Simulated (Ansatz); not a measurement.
Computed with Ansatz on PBE0-D4/def2-TZVP structures; ΔE is electronic, products minus reactants. CCSD(T)/CBS is the MP2 limit (def2-TZVPP, def2-QZVPP) plus CCSD(T) − MP2 in def2-TZVPP, frozen cores. Functionals use def2-TZVPP. HSE06 is defined as in plane-wave codes. For Ge outer-core shells are correlated without core-valence functions, which leaves a few kJ/mol of doubt a bond. Scalar relativity is left out up to krypton. Each species was taken in one conformer, which may not be the lowest.

Consider the ligand exchange at a Ge–C bond: `C=N[CH](O)[GeH3]` + `CN[SiH3]` → `C[N]([SiH3])[GeH3]` + `C=NCO`.

CCSD(T)/CBS gives -36.3 kJ/mol.

**Question.** Another level gave -30.1 kJ/mol. Which?
A. HSE06-D4/def2-TZVPP
B. PBE-QIDH/def2-TZVPP
C. PBE/def2-TZVPP
D. SCS-MP2/def2-TZVPP

**Answer.** A. HSE06-D4 -30.1, PBE -22.4, PBE-QIDH -37.3, SCS-MP2/def2-TZVPP -43.0 kJ/mol.

Largest T1 diagnostic among the species: 0.012.

From r2SCAN to r2SCAN0 (25 % exact exchange), in def2-TZVPP and without D4, ΔE moves by −3.9 kJ/mol. Leaving LDA and LC-ωPBE aside and taking each functional with its dispersion term where it has one, the values, not all of them listed here, spread over 15.8 kJ/mol, from BHLYP-D4 to PBE-D4. In def2-TZVPP, CCSD(T) changes the Hartree–Fock value by +8.4 kJ/mol (the triples alone add +0.9 kJ/mol) and MP2 by +7.3 kJ/mol.

CCSD(T)/CBS has its own doubt, a few kJ/mol and more with outer-core shells, so smaller differences from it don't rank the levels.
